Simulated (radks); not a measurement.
Task: Lu II, configuration [Xe] 4f14 6s2. Calculated with a radial shooting solver on a logarithmic mesh with Libxc functionals: Dirac Kohn-Sham, relativistic LDA (MacDonald-Vosko exchange, VWN5 correlation), spin-unpolarised, spherical densities, finite nucleus; Fermi nuclear charge, rms radius 5.37 fm. Some entries of the table are withheld. Estimate them.

orbital  occ.  eigenvalue (eV)  <r> (bohr)  <1/r> (bohr^-1)
1s1/2       2        -62723.73     0.01941            81.80
2s1/2       2        -10692.22     0.08155            19.80
2p1/2       2        -10217.60         (1)            19.78
2p3/2       4        -9113.838         (2)            16.91
3s1/2       2        -2430.540      0.2129            7.265
3p1/2       2              (3)      0.2026              (4)
3p3/2       4              (5)      0.2167              (6)
3d3/2       4        -1619.124      0.1901            6.344
3d5/2       6        -1567.384      0.1945            6.165
4s1/2       2        -490.0830      0.4793            3.047
4p1/2       2        -403.3287      0.4860            2.940
4p3/2       4        -349.4876      0.5189            2.679
4d3/2       4        -205.9640         (7)            2.461
4d5/2       6        -196.0866         (8)            2.397
5s1/2       2         -69.7568       1.172              (9)
5p1/2       2         -45.5527       1.311            1.010
5p3/2       4         -38.5920       1.422           0.9187
4f5/2       6         -19.7756      0.7124            1.848
4f7/2       8         -18.2467      0.7277            1.817
6s1/2       2         -11.2579       3.244           0.3895

Result: 
(1) 2p1/2 <r> (bohr): 0.06763
(2) 2p3/2 <r> (bohr): 0.07520
(3) 3p1/2 eigenvalue (eV): -2218.310
(4) 3p1/2 <1/r> (bohr^-1): 7.187
(5) 3p3/2 eigenvalue (eV): -1982.687
(6) 3p3/2 <1/r> (bohr^-1): 6.447
(7) 4d3/2 <r> (bohr): 0.5416
(8) 4d5/2 <r> (bohr): 0.5532
(9) 5s1/2 <1/r> (bohr^-1): 1.143
